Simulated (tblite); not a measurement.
Record of a relaxation.

Species: C6H5BrN2O.
Bonds: C1–C2, C2–O3 (double), C2–C4, C4–C5 (aromatic), C5–C6 (aromatic), C6–C7 (aromatic), C7–Br8, C7–N9 (aromatic), N9–N10 (aromatic), C4–N10 (aromatic). Hydrogens: H11, H12, H13 on C1; H14 on C5; H15 on C6.

Computed with GFN2-xTB (tblite), gas phase: L-BFGS steps from a force-field or distance-geometry start until the largest atomic force falls under 0.01 eV/Å. 5 of its 32 geometries are shown.

Step 0: E = -798.0299 eV, largest atomic force 3.311 eV/Å
```
atom  x, y, z in Å  |  force x, y, z in eV/Å
C1     -2.627    0.218    0.334   -0.568   0.239  -0.206
C2     -1.481    0.535   -0.584   -0.439   0.248  -0.264
O3     -1.613    1.120   -1.638    0.023  -0.149   0.254
C4     -0.127    0.101   -0.150   -0.304  -1.320   2.495
C5      0.988    0.342   -0.919    1.034   0.278  -0.883
C6      2.226   -0.091   -0.472    0.082   0.454  -0.721
C7      2.293   -0.746    0.743   -1.734  -0.377   1.158
Br8     3.967   -1.348    1.404   -0.354   0.038   0.021
N9      1.192   -0.982    1.491   -1.653   1.264  -1.845
N10    -0.042   -0.554    1.046    3.254  -0.195  -0.579
H11    -2.740   -0.862    0.459    0.250   0.239   0.155
H12    -2.502    0.709    1.303    0.197  -0.328  -0.147
H13    -3.563    0.603   -0.105    0.391  -0.117   0.041
H14     0.901    0.864   -1.877   -0.064  -0.195   0.406
H15     3.121    0.098   -1.056   -0.115  -0.078   0.115
```

Step 8: E = -798.3534 eV, largest atomic force 0.161 eV/Å
```
atom  x, y, z in Å  |  force x, y, z in eV/Å
C1     -2.633    0.224    0.329    0.054  -0.032   0.031
C2     -1.475    0.527   -0.569   -0.018   0.031  -0.044
O3     -1.585    1.108   -1.623   -0.010   0.003  -0.005
C4     -0.116    0.077   -0.114    0.053   0.069  -0.135
C5      0.995    0.349   -0.938   -0.004  -0.011   0.031
C6      2.231   -0.069   -0.501   -0.021  -0.002  -0.003
C7      2.244   -0.730    0.730   -0.070   0.024  -0.028
Br8     3.879   -1.350    1.431    0.035  -0.057   0.095
N9      1.167   -0.956    1.453   -0.031  -0.001   0.024
N10     0.005   -0.559    1.041    0.040   0.017  -0.056
H11    -2.706   -0.851    0.484    0.017   0.003  -0.020
H12    -2.470    0.674    1.306    0.014   0.012  -0.029
H13    -3.551    0.605   -0.119    0.094  -0.045   0.075
H14     0.866    0.870   -1.877   -0.072  -0.024   0.064
H15     3.145    0.089   -1.055   -0.080   0.013   0.001
```

Step 16: E = -798.3623 eV, largest atomic force 0.108 eV/Å
```
atom  x, y, z in Å  |  force x, y, z in eV/Å
C1     -2.610    0.217    0.334   -0.010  -0.012   0.028
C2     -1.473    0.534   -0.582   -0.050   0.016  -0.016
O3     -1.601    1.116   -1.633    0.046  -0.001  -0.012
C4     -0.116    0.085   -0.130   -0.017   0.025  -0.038
C5      0.997    0.353   -0.944   -0.031   0.002   0.011
C6      2.229   -0.070   -0.500   -0.035   0.022  -0.049
C7      2.235   -0.730    0.733   -0.080   0.045  -0.056
Br8     3.847   -1.367    1.471    0.059  -0.021   0.022
N9      1.151   -0.950    1.448   -0.030  -0.008   0.023
N10    -0.005   -0.550    1.027   -0.006   0.005  -0.010
H11    -2.669   -0.859    0.485    0.012   0.006   0.005
H12    -2.433    0.670    1.306    0.011  -0.010   0.001
H13    -3.536    0.591   -0.095    0.012  -0.029   0.044
H14     0.844    0.875   -1.878    0.080  -0.019   0.013
H15     3.134    0.094   -1.063    0.038  -0.021   0.034
```

Step 23: E = -798.3670 eV, largest atomic force 0.057 eV/Å
```
atom  x, y, z in Å  |  force x, y, z in eV/Å
C1     -2.596    0.211    0.341   -0.007  -0.004   0.010
C2     -1.482    0.543   -0.597   -0.010   0.001  -0.011
O3     -1.614    1.124   -1.647   -0.034   0.006   0.001
C4     -0.124    0.097   -0.148    0.035   0.002  -0.018
C5      0.997    0.358   -0.952    0.021   0.009  -0.023
C6      2.223   -0.071   -0.498    0.019   0.001   0.001
C7      2.217   -0.729    0.734   -0.039   0.002   0.012
Br8     3.823   -1.373    1.488    0.008   0.000  -0.003
N9      1.127   -0.941    1.441   -0.012  -0.029   0.048
N10    -0.023   -0.538    1.010    0.012   0.001   0.004
H11    -2.629   -0.866    0.489   -0.005  -0.002   0.008
H12    -2.393    0.661    1.310   -0.011  -0.004   0.009
H13    -3.543    0.568   -0.052    0.006   0.004  -0.006
H14     0.874    0.878   -1.889   -0.014   0.018  -0.029
H15     3.137    0.086   -1.049    0.032  -0.006  -0.004
```

Step 31: E = -798.3678 eV, largest atomic force 0.008 eV/Å
```
atom  x, y, z in Å  |  force x, y, z in eV/Å
C1     -2.593    0.208    0.345   -0.001  -0.001   0.003
C2     -1.484    0.544   -0.599   -0.002   0.003  -0.003
O3     -1.626    1.126   -1.647   -0.001   0.002  -0.004
C4     -0.121    0.101   -0.156    0.002   0.001   0.000
C5      1.001    0.360   -0.958    0.001   0.000   0.001
C6      2.225   -0.071   -0.497    0.001  -0.001  -0.002
C7      2.212   -0.729    0.736    0.000   0.001  -0.001
Br8     3.820   -1.374    1.490   -0.007  -0.001   0.003
N9      1.120   -0.941    1.441    0.003  -0.002   0.004
N10    -0.025   -0.534    1.003    0.005  -0.002   0.000
H11    -2.625   -0.868    0.492   -0.005  -0.003   0.002
H12    -2.390    0.658    1.314   -0.003   0.001   0.004
H13    -3.541    0.566   -0.047    0.002  -0.001  -0.001
H14     0.879    0.881   -1.896    0.007  -0.001  -0.001
H15     3.144    0.080   -1.041   -0.001   0.004  -0.005
```

Task: Summarise the path.

Result: The energy falls by 32.60 kJ/mol from step 0 to step 31; nine tenths of that is first reached at step 4. It falls at every step. The largest force goes from 3.311 to 0.008 eV/Å. Among the bonds N9–N10 changes most, from 1.380 to 1.292 Å; the atoms move by 0.078 Å rms after alignment.

Task: Follow the three bonds and two angles with the largest change from start to end.

Result: 
| step | E above end (kJ/mol) | largest force (eV/Å) | N9–N10 (Å) | C4–N10 (Å) | C7–N9 (Å) | H11–C1–H12 (°) | H12–C1–H13 (°) |
| --- | --- | --- | --- | --- | --- | --- | --- |
| 0 | 32.60 | 3.311 | 1.380 | 1.367 | 1.351 | 110.7 | 107.0 |
| 1 | 7.62 | 0.762 | 1.305 | 1.325 | 1.323 | 110.0 | 107.9 |
| 3 | 4.32 | 0.410 | 1.294 | 1.329 | 1.317 | 109.0 | 108.8 |
| 4 | 3.21 | 0.315 | 1.295 | 1.329 | 1.319 | 108.4 | 109.4 |
| 5 | 2.34 | 0.214 | 1.295 | 1.326 | 1.317 | 107.4 | 110.1 |
| 7 | 1.63 | 0.167 | 1.296 | 1.324 | 1.316 | 106.8 | 110.5 |
| 8 | 1.39 | 0.161 | 1.295 | 1.324 | 1.317 | 106.9 | 110.5 |
| 9 | 1.19 | 0.114 | 1.295 | 1.325 | 1.317 | 107.0 | 110.4 |
| 11 | 0.92 | 0.092 | 1.294 | 1.325 | 1.317 | 107.3 | 110.1 |
| 12 | 0.84 | 0.070 | 1.294 | 1.324 | 1.317 | 107.3 | 110.0 |
| 13 | 0.77 | 0.076 | 1.293 | 1.324 | 1.317 | 107.3 | 110.0 |
| 15 | 0.63 | 0.100 | 1.293 | 1.324 | 1.317 | 107.3 | 110.2 |
| 16 | 0.53 | 0.108 | 1.293 | 1.325 | 1.317 | 107.3 | 110.4 |
| 18 | 0.36 | 0.074 | 1.293 | 1.326 | 1.317 | 107.3 | 110.7 |
| 19 | 0.30 | 0.068 | 1.293 | 1.326 | 1.318 | 107.3 | 110.8 |
| 20 | 0.23 | 0.085 | 1.293 | 1.326 | 1.317 | 107.3 | 110.7 |
| 22 | 0.12 | 0.065 | 1.292 | 1.325 | 1.317 | 107.2 | 110.5 |
| 23 | 0.08 | 0.057 | 1.292 | 1.325 | 1.317 | 107.1 | 110.4 |
| 24 | 0.05 | 0.044 | 1.292 | 1.325 | 1.317 | 107.1 | 110.4 |
| 26 | 0.03 | 0.028 | 1.292 | 1.325 | 1.317 | 107.1 | 110.4 |
| 27 | 0.02 | 0.031 | 1.292 | 1.325 | 1.317 | 107.1 | 110.4 |
| 28 | 0.01 | 0.034 | 1.292 | 1.325 | 1.317 | 107.1 | 110.4 |
| 30 | 0.00 | 0.014 | 1.292 | 1.325 | 1.317 | 107.1 | 110.4 |
| 31 | 0.00 | 0.008 | 1.292 | 1.325 | 1.317 | 107.1 | 110.4 |
